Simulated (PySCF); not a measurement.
C6H17N2 (SMILES CN(C)CC[NH+](C)C), charge +1, singlet, at a GFN2-xTB geometry. Base run: DF-SVWN5/pcseg-1 (PySCF).

PySCF was given this input:
```python
from pyscf import gto, scf, dft

mol = gto.Mole()
mol.atom = '''
    C     2.265369    0.314315    0.505858
    N     1.153469    0.230221   -0.430322
    C     1.601526    0.549348   -1.777795
    C     0.491182   -1.064624   -0.370624
    C    -0.516581   -1.162299    0.781406
    N    -1.600088   -0.133772    0.750072
    C    -1.106197    1.198599    1.150364
    C    -2.283622   -0.059750   -0.553239
    H     1.923382    0.106961    1.517716
    H     2.669992    1.323520    0.482164
    H     3.069429   -0.388978    0.257915
    H     2.349767   -0.158281   -2.152797
    H     0.751838    0.553901   -2.459364
    H     2.041399    1.544061   -1.770956
    H     1.208587   -1.888640   -0.229161
    H    -0.016283   -1.246528   -1.319139
    H     0.000467   -1.063616    1.736933
    H    -0.980957   -2.149877    0.741959
    H    -2.296612   -0.428636    1.443180
    H    -0.278082    1.464391    0.490641
    H    -0.750273    1.176038    2.177924
    H    -1.904756    1.932900    1.072054
    H    -2.568871   -1.054332   -0.891139
    H    -1.621752    0.398102   -1.284244
    H    -3.181000    0.550342   -0.467760
'''
mol.basis = 'pcseg-1'
mol.charge = 1
mol.spin = 0
mol.verbose = 4
mol.build()

mf = dft.RKS(mol)
mf.xc = 'lda,vwn'
mf = mf.density_fit(auxbasis='def2-universal-jkfit')
mf.kernel()
mf.analyze()
```

Each row names what was changed in the base input (with any setting that the change needs).

```json
[
 {"change": "base", "ΔE vs base (µEh)": "0.0", "SCF cycles": "10", "outcome": "converged"},
 {"change": "DIIS = ADIIS", "ΔE vs base (µEh)": "0.0", "SCF cycles": "15", "outcome": "converged"},
 {"change": "level_shift = 0.5 (with mf.max_cycle = 100)", "ΔE vs base (µEh)": "0.0", "SCF cycles": "21", "outcome": "converged"},
 {"change": "level_shift = 0.3 (with mf.max_cycle = 100)", "ΔE vs base (µEh)": "0.0", "SCF cycles": "13", "outcome": "converged"},
 {"change": "init_guess = 1e", "ΔE vs base (µEh)": "0.0", "SCF cycles": "19", "outcome": "converged"},
 {"change": "conv_tol = 1e-11", "ΔE vs base (µEh)": "0.0", "SCF cycles": "11", "outcome": "converged"},
 {"change": "level_shift = 1.0 (with mf.max_cycle = 100)", "ΔE vs base (µEh)": "0.0", "SCF cycles": "40", "outcome": "converged"},
 {"change": "diis_space = 4", "ΔE vs base (µEh)": "0.0", "SCF cycles": "14", "outcome": "converged"},
 {"change": "DIIS = EDIIS", "ΔE vs base (µEh)": "-", "SCF cycles": "50", "outcome": "not converged"},
 {"change": "conv_tol = 1e-4", "ΔE vs base (µEh)": "30.1", "SCF cycles": "6", "outcome": "converged"}
]
```
